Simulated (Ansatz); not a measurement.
```xyz
3

Ni    0.0000    0.0000    0.0000
B     0.0000    1.9136    0.0000
S     0.0000   -2.1068    0.0000
```

Basis set: pcseg-2 (spherical functions). Charge 0, multiplicity 6.

Computed with Ansatz (development build ahead of 0.2.0); each method stands on the lowest determinant of its kind that the runs found. Restricted functionals stand beside restricted open-shell atoms, which can lie above the unrestricted atoms usual in DFT and then raise those values.

Q: Give the atomization energy at this shape (free ground-state atoms in the same class of orbitals less the molecule, no zero-point energy) of sextet NiBS by ωB97X (unrestricted), ωB97X (restricted open-shell).

A:

```json
{"method": "ωB97X (unrestricted)", "atomization energy": "3.49 eV"}
{"method": "ωB97X (restricted open-shell)", "atomization energy": "3.43 eV"}
```

Caution: other spin multiplicities were not run.

The shape needn't be a minimum at these levels.
